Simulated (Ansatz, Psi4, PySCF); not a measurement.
Noncovalent pair: HF (SMILES F) (first 2 atoms) with C4H6 (SMILES C=CC=C); geometry from B3LYP-D3(BJ)/def2-TZVP, rigid monomers moved along the line of their centres of mass till H2···C3 is 2.91 Å.
(charge 0, multiplicity 1):
```xyz
12

F      0.536     0.020     0.248
H      0.655     0.250     1.148
C      0.946     1.280     3.856
C      0.499     0.088     4.270
C     -0.893    -0.214     4.551
C     -1.321    -1.408     4.960
H      0.272     2.117     3.716
H      1.997     1.458     3.673
H      1.206    -0.725     4.412
H     -1.604     0.595     4.410
H     -2.367    -1.598     5.161
H     -0.634    -2.234     5.104
```

Monomers are frozen at their geometry in the pair; levels with a basis set take the counterpoise correction. Rows marked so take none.

Correlated levels freeze the cores. Rows in 6-311+G**, 6-31G*, STO-3G carry no dispersion term and start afresh at each structure (6-31G* with six Cartesian d functions). MP2/6-31G* freezes PySCF's default core.

Run with Ansatz (a first-principles code) with Gaussian orbitals; Psi4 for SAPT; PySCF for 6-311+G** rows, 6-31G* rows, STO-3G rows, the dispersion terms. Values without a source in brackets are computed.

```csv
level,interaction energy (meV)
HF/STO-3G (no counterpoise),-28.1
BP86/6-31G* (no counterpoise),-106.8
r2SCAN-D3(BJ)/def2-TZVPPD,-123.4
B3LYP/6-311+G** (no counterpoise),-110.6
B3LYP/def2-TZVPPD,-94.9
MP2/6-31G* (no counterpoise),-132.3
CCSD/aug-cc-pVDZ,-101.1
CCSD(T)/aug-cc-pVDZ,-104.1
SAPT0/jun-cc-pV(D+d)Z,…
```

Question: Fill in the missing entries.

Answer: 
- SAPT0/jun-cc-pV(D+d)Z, interaction energy (meV): -118.3
